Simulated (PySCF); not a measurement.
**Polarisability and C₆ of I⁺ (iodine, charge +1)**

[Kr] 4d10 5s2 5p4, high-spin 3P determinant. All numbers are calculated (PySCF 2.14, scalar relativity by spin-free X2C-1e, in aug-cc-pwCVTZ-DK3 with one added diffuse shell each of s, p, d, f type (11s10p8d5f1g, 125 functions)). Coupled (time-dependent) response in atomic units; α is the mean over directions.

| method | mean α (bohr³) | α xx, yy, zz | C₆ (like pair) | S(−4) |
| --- | --- | --- | --- | --- |
| TPSSh | 20.33 | 19.81, 21.36, 19.81 | 177.8 | 75.68 |
| B97-3 | 20.32 | 19.77, 21.43, 19.77 | 176.7 | 76.04 |

S(−4) is the Cauchy moment in α(ω) = α(0) + S(−4) ω² + …

Spin-orbit coupling is absent.

α(iu) at TPSSh:

```csv
u (hartree),α(iu) (bohr³)
0,20.33
0.0500,20.14
0.100,19.60
0.200,17.75
0.300,15.42
0.500,11.10
0.750,7.457
1.00,5.310
1.50,3.156
2.00,2.160
3.00,1.253
5.00,0.6008
```

For an ion, C₆ is the dispersion term alone; charge-induced terms of lower order in 1/R come first.

The components differ because the open shell of this determinant is not spherical; for a pure term their mean is the scalar polarisability.
